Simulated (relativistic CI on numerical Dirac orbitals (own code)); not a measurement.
## Line list: Electric-dipole lines, Eu19+

Method of calculation: Dirac-Coulomb-Breit CI, separate exchange-only KLI orbitals for each configuration, model QED, unscaled Slater integrals (own radial code, finite nucleus).

Configuration list (outside the closed core [Ar] 3d10): 4s2.4p6.4d8, 4s2.4p5.4d9, 4s2.4p6.4d7.4f, 4s.4p6.4d9, 4s2.4p5.4d8.4f, 4s2.4p6.4d7.5s, 4s.4p6.4d8.4f, 4s2.4p6.4d7.5p, 4s2.4p6.4d6.4f.5s, 4s2.4p6.4d7.5d, 4s2.4p6.4d6.5s.5p, 4s2.4p5.4d8.5s, 4s2.4p6.4d7.5f, 4s2.4p6.4d7.6s, 4s2.4p6.4d7.6p, 4s2.4p6.4d7.6d, 4s2.4p5.4d8.5d, 4s.4p6.4d7.4f.5s, 4s2.4p6.4d7.6f, 4s2.4p6.4d7.7p, 4p6.4d9.4f, 4s.4p6.4d8.5p, 4s2.4p6.4d7.7f, 4s.4p6.4d7.5s.5p, 4s2.4p5.4d8.6s, 4p6.4d10, 4p5.4d10.4f, 4s2.4p6.4d6.5s2, 4s2.4p6.4d5.4f.5s2, 4s2.4p5.4d6.4f.5s2, 4s.4p6.4d6.4f.5s2. Double excitations out of closed p, d and f shells are left out; levels of such configurations are missing from the list, as are those of other unlisted configurations, and high levels can miss mixing partners. These lack a partner that the ground configuration has and come out too high: 4s2.4p5.4d8.5s, 4s2.4p5.4d8.5d, 4s2.4p5.4d8.6s.

```csv
λ vac (Å),Lower,Upper,A (s⁻¹),E lower (eV),E upper (eV)
53.859,4s2.4p6.4d8 3F_4 [1],4s2.4p6.4d7.5p 3D°_3 [297],3.42e+11,0.000,230.200
54.312,4s2.4p6.4d8 3F_3 [3],4s2.4p6.4d7.5p 3F°_3 [314],2.50e+11,5.729,234.011
54.384,4s2.4p6.4d8 1G_4 [7],4s2.4p6.4d7.5p 1G°_4 [338],4.59e+11,10.520,238.501
54.480,4s2.4p6.4d8 3F_4 [1],4s2.4p6.4d7.5p 3F°_4 [288],4.32e+11,0.000,227.577
54.710,4s2.4p6.4d8 3F_4 [1],4s2.4p6.4d7.5p 3G°_5 [285],3.57e+11,0.000,226.622
54.727,4s2.4p6.4d8 3F_3 [3],4s2.4p6.4d7.5p 3G°_4 [307],1.91e+11,5.729,232.281
55.019,4s2.4p6.4d8 1D_2 [2],4s2.4p6.4d7.5p 3D°_3 [289],2.61e+11,2.862,228.209
64.065,4s2.4p6.4d8 1D_2 [8],4s2.4p6.4d7.4f 1P°_1 [261],9.43e+11,13.824,207.354
64.690,4s2.4p6.4d8 3F_3 [3],4s2.4p6.4d7.4f 1F°_3 [240],4.43e+11,5.729,197.387
65.075,4s2.4p6.4d8 3F_3 [3],4s2.4p6.4d7.4f 3D°_2 [235],4.41e+11,5.729,196.255
65.598,4s2.4p6.4d8 3P_2 [5],4s2.4p6.4d7.4f 1F°_3 [240],2.57e+11,8.381,197.387
65.993,4s2.4p6.4d8 3P_2 [5],4s2.4p6.4d7.4f 3D°_2 [235],1.11e+12,8.381,196.255
66.349,4s2.4p6.4d8 1G_4 [7],4s2.4p6.4d7.4f 1F°_3 [240],2.39e+12,10.520,197.387
66.552,4s2.4p6.4d8 3P_1 [6],4s2.4p6.4d7.4f 3D°_2 [235],1.97e+12,9.957,196.255
66.948,4s2.4p6.4d8 1G_4 [7],4s2.4p6.4d7.4f 3G°_3 [233],6.49e+11,10.520,195.715
67.144,4s2.4p6.4d8 1D_2 [8],4s2.4p6.4d7.4f 1D°_2 [243],3.33e+12,13.824,198.479
67.219,4s2.4p6.4d8 1S_0 [9],4s2.4p6.4d7.4f 1P°_1 [261],3.05e+12,22.905,207.354
67.441,4s2.4p6.4d8 1G_4 [7],4s2.4p6.4d7.4f 1H°_5 [229],3.72e+12,10.520,194.363
67.543,4s2.4p6.4d8 1D_2 [8],4s2.4p6.4d7.4f 1F°_3 [240],8.50e+11,13.824,197.387
67.569,4s2.4p6.4d8 3P_2 [5],4s2.4p6.4d7.4f 3D°_1 [224],6.10e+11,8.381,191.873
67.596,4s2.4p6.4d8 3F_4 [1],4s2.4p6.4d7.4f 3G°_5 [208],3.67e+12,0.000,183.419
67.757,4s2.4p6.4d8 1D_2 [8],4s2.4p6.4d7.4f 1P°_1 [237],2.64e+12,13.824,196.809
67.785,4s2.4p6.4d8 3F_3 [3],4s2.4p6.4d7.4f 3G°_4 [216],3.52e+12,5.729,188.637
67.876,4s2.4p6.4d8 1D_2 [2],4s2.4p6.4d7.4f 1F°_3 [210],3.58e+12,2.862,185.526
67.888,4s2.4p6.4d8 3P_2 [5],4s2.4p6.4d7.4f 3D°_2 [220],2.47e+12,8.381,191.012
67.962,4s2.4p6.4d8 1D_2 [8],4s2.4p6.4d7.4f 3D°_2 [235],3.98e+11,13.824,196.255
68.056,4s2.4p6.4d8 3P_2 [5],4s2.4p6.4d7.4f 3D°_3 [218],3.19e+12,8.381,190.561
68.072,4s2.4p6.4d8 1D_2 [2],4s2.4p6.4d7.4f 1D°_2 [209],3.63e+12,2.862,185.000
68.083,4s2.4p6.4d8 3P_1 [6],4s2.4p6.4d7.4f 3P°_0 [225],3.70e+12,9.957,192.064
68.118,4s2.4p6.4d8 3F_3 [3],4s2.4p6.4d7.4f 3F°_3 [213],3.03e+12,5.729,187.741
68.155,4s2.4p6.4d8 3P_1 [6],4s2.4p6.4d7.4f 3D°_1 [224],2.77e+12,9.957,191.873
68.164,4s2.4p6.4d8 1D_2 [8],4s2.4p6.4d7.4f 3G°_3 [233],2.79e+12,13.824,195.715
68.277,4s2.4p6.4d8 3P_0 [4],4s2.4p6.4d7.4f 3P°_1 [217],3.11e+12,7.913,189.503
68.286,4s2.4p6.4d8 3F_4 [1],4s2.4p6.4d7.4f 3F°_4 [206],3.57e+12,0.000,181.567
68.479,4s2.4p6.4d8 3P_1 [6],4s2.4p6.4d7.4f 3D°_2 [220],1.17e+12,9.957,191.012
68.498,4s2.4p6.4d8 3F_4 [1],4s2.4p6.4d7.4f 3D°_3 [205],3.52e+12,0.000,181.003
68.526,4s2.4p6.4d8 3F_3 [3],4s2.4p6.4d7.4f 3D°_2 [211],3.04e+12,5.729,186.659
68.722,4s2.4p6.4d8 1G_4 [7],4s2.4p6.4d7.4f 1G°_4 [219],3.45e+12,10.520,190.933
68.739,4s2.4p6.4d8 1D_2 [2],4s2.4p6.4d7.4f 1P°_1 [207],3.48e+12,2.862,183.232
68.864,4s2.4p6.4d8 1G_4 [7],4s2.4p6.4d7.4f 3D°_3 [218],2.59e+11,10.520,190.561
68.962,4s2.4p6.4d8 3P_2 [5],4s2.4p6.4d7.4f 3S°_1 [214],2.61e+12,8.381,188.168
69.572,4s2.4p6.4d8 3P_1 [6],4s2.4p6.4d7.4f 3S°_1 [214],7.09e+11,9.957,188.168
69.960,4s2.4p6.4d8 1G_4 [7],4s2.4p6.4d7.4f 3F°_3 [213],4.71e+11,10.520,187.741
70.166,4s2.4p6.4d8 3P_1 [6],4s2.4p6.4d7.4f 3D°_2 [211],3.55e+11,9.957,186.659
71.295,4s2.4p6.4d8 1S_0 [9],4s2.4p6.4d7.4f 1P°_1 [237],7.20e+11,22.905,196.809
```

Terms are leading LS components. Brackets give the number of a level in order of energy, since labels repeat. The list gives strong lines, with weight on those to low levels, without lines whose two gauges differ by over a factor of 2.5, among the lowest 400 of 8364 levels, so that lines to higher ones, which can be the strongest, are missing. Levels whose partners in the same complex of configurations lie outside the list can be far off, and so can their lines. Rates are taken at the computed energies, electric ones in the length gauge.

At this charge energies of transitions that change n are usually good to better than 1 %, and those within a shell (Δn = 0) to a few per cent. Terms inside the open d or f shell come out 10 to 20 % too wide with unscaled integrals.

LS names give the leading component of a level, which can be under half, so a name can repeat, a term be missing and a line seem to break the LS rules.
